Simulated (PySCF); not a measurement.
Molecule: `O=C([O-])c1ccccc1`, [C₇H₅O₂]-.

Bonds (- single, = double, # triple, : aromatic): O1=C2, C2-O3, C2-C4, C4:C5, C5:C6, C6:C7, C7:C8, C8:C9, C9:C4. C5 carries H10; C6 carries H11; C7 carries H12; C8 carries H13; C9 carries H14. Formal charges: O3 -1.

Total charge -1.

Frames of a GFN2-xTB Langevin trajectory at 300 K; GIAO PBE0/pcSseg-1 shieldings in PySCF 2.14, gas phase, non-relativistic; equivalent atoms averaged within each frame.

δ = σ(ref) − σ, references computed at the same level: ¹⁷O (σref 336.08) vs H2O; TMS for ¹³C (σref 186.93), ¹H (σref 31.72). The references are static minima.

Task: How do the shifts (ppm) fluctuate along the trajectory?

Result: 
```
         time (fs)  O1/O3     C2     C4  C5/C9  C6/C8     C7  H10/H14  H11/H13   H12
optimised geometry  315.8  165.2  155.8  135.5  128.6  126.7     8.48     7.09  6.85
               250  333.1  168.6  162.6  138.4  130.5  125.8     8.00     7.24  6.98
               425  364.8  176.3  163.7  133.1  132.4  126.5     7.24     7.28  6.82
               625  329.6  170.0  166.8  135.7  129.9  128.2     8.34     7.33  7.22
               800  318.3  163.2  151.2  134.5  128.3  133.9     8.34     7.18  7.77
              1000  320.7  166.1  164.5  136.0  131.5  131.0     8.15     7.24  7.65
    mean of frames  333.3  168.8  161.8  135.6  130.5  129.1     8.01     7.26  7.29
standard deviation   18.7    4.9    6.1    2.0    1.6    3.4     0.46     0.06  0.41
```

5 frames give an uncertainty of the mean of about the standard deviation over 2.2 at best, since frames this close in time may not be independent; classical motion lacks zero-point vibration, and the reference would need the same averaging.
